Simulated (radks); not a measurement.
The numbers below are computed, except where a source is named.
Excited configurations of S2+: one electron is placed in a higher orbital outside [Ne] 3s2 3p1. The ground configuration is [Ne] 3s2 3p2. Level of theory: non-relativistic Kohn-Sham, PBE, spin-polarised, spherical densities, point nucleus; open shells are filled with parallel spins first (a radial shooting solver on a logarithmic mesh with Libxc functionals). Excitation = E - E(ground); binding = E(ion) - E, where the ion is the core of charge +3; n* = 3/sqrt(2 binding) in atomic units, and the quantum defect is n - n*.

outer orbital  excitation (eV)  binding (eV)     n*  quantum defect  eigenvalue (eV)
4s                      17.919        17.025  2.682           1.318          -14.548
4p                      20.885        14.059  2.951           1.049          -11.930
5f                      29.483         5.461  4.735           0.265           -4.536
6d                      30.635         4.309  5.331           0.669           -3.722
6f                      31.082         3.862  5.631           0.369           -3.299
7p                      31.259         3.686  5.764           1.236           -3.233

The Delta-SCF ionisation energy is 34.944 eV (NIST Atomic Spectra Database: 34.86 eV, semi-empirical). Self-interaction in the functional shifts the binding energies and quantum defects, so they are the method's values and not measured ones. Open shells are spherical and high-spin; term and fine-structure splittings are not resolved.
